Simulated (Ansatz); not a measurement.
Ga5O14H13⁺, a hydroxylated oxide cluster. Total charge 1; doublet. Geometry PBE-D4/def2-SVP, that of the neutral singlet; atoms count from 1.

```tsv
atom	x (Å)	y (Å)	z (Å)
Ga1	-1.3740	-0.8625	-0.4961
Ga2	0.6199	1.7768	-0.6248
Ga3	-1.6748	-3.7165	-1.7028
Ga4	1.7084	-1.1095	0.4362
Ga5	-0.6656	3.2661	1.4550
O6	1.0722	3.4066	0.6467
O7	-1.4570	4.6569	2.2707
O8	2.0191	1.8919	-1.7946
O9	-2.3139	0.3701	0.4961
O10	-0.0666	-1.8334	0.5520
O11	2.7765	-1.9743	1.6054
O12	-0.6720	1.6746	2.4485
O13	-1.1357	2.5443	-0.2575
O14	1.2201	0.6823	0.9058
O15	2.1095	-0.9653	-1.3682
O16	-0.2204	0.2307	-1.5563
O17	-0.4780	-4.2127	-0.4177
O18	-2.3003	-2.0671	-1.5089
O19	-2.0873	-4.9516	-2.9285
H20	1.8090	3.1524	1.2351
H21	-1.4754	5.4465	1.6997
H22	2.5663	2.6764	-1.6114
H23	-1.8942	0.5327	1.3759
H24	-0.1122	-2.8269	0.3786
H25	3.6723	-2.0729	1.2352
H26	-0.8259	1.7774	3.4047
H27	-1.7838	1.7572	-0.1130
H28	0.6176	0.8432	1.6947
H29	2.5193	-0.0901	-1.5745
H30	0.6012	-0.3231	-1.7857
H31	-0.0500	-5.0807	-0.5217
H32	-2.7242	-4.5995	-3.5785
```

Single mean-field runs in def2-TZVP are fitted with def2-universal-jkfit.

Question: Estimate the Mulliken populations of the heavy atoms from the PBE0/def2-TZVP orbitals of Ansatz.

Answer: 
```tsv
atom	charge (e)	spin (α − β)
Ga1	0.66	-0.02
Ga2	0.72	-0.01
Ga3	0.73	-0.02
Ga4	0.64	-0.03
Ga5	0.68	-0.01
O6	-0.56	0.01
O7	-0.46	0.16
O8	-0.52	0.14
O9	-0.55	0.11
O10	-0.50	0.01
O11	-0.43	0.21
O12	-0.71	0.01
O13	-0.46	0.04
O14	-0.52	0.00
O15	-0.52	0.18
O16	-0.48	0.02
O17	-0.64	0.00
O18	-0.36	0.19
O19	-0.48	0.05
```
Mulliken values depend strongly on the basis.

Question: Where does the spin sit?

Answer: Summed by element: Ga -0.09, O 1.13, H -0.03, of 1 unpaired in all. Largest on single atoms: O11 0.21, O18 0.19, O15 0.18.

Question: And the Mayer bond orders between heavy atoms (over 0.3)?

Answer: Ga1–O9 0.95 (1.84 Å); Ga1–O10 0.67 (1.94 Å); Ga1–O16 0.72 (1.91 Å); Ga1–O18 0.96 (1.83 Å); Ga2–O6 0.41 (2.12 Å); Ga2–O8 1.01 (1.83 Å); Ga2–O13 0.68 (1.95 Å); Ga2–O14 0.59 (1.98 Å); Ga2–O16 0.55 (1.99 Å); Ga3–O17 0.94 (1.82 Å); Ga3–O18 1.10 (1.77 Å); Ga3–O19 1.21 (1.79 Å); Ga4–O10 0.68 (1.92 Å); Ga4–O11 1.07 (1.80 Å); Ga4–O14 0.68 (1.92 Å); Ga4–O15 0.91 (1.85 Å); Ga5–O6 0.75 (1.92 Å); Ga5–O7 1.10 (1.80 Å); Ga5–O12 0.81 (1.88 Å); Ga5–O13 0.71 (1.92 Å).
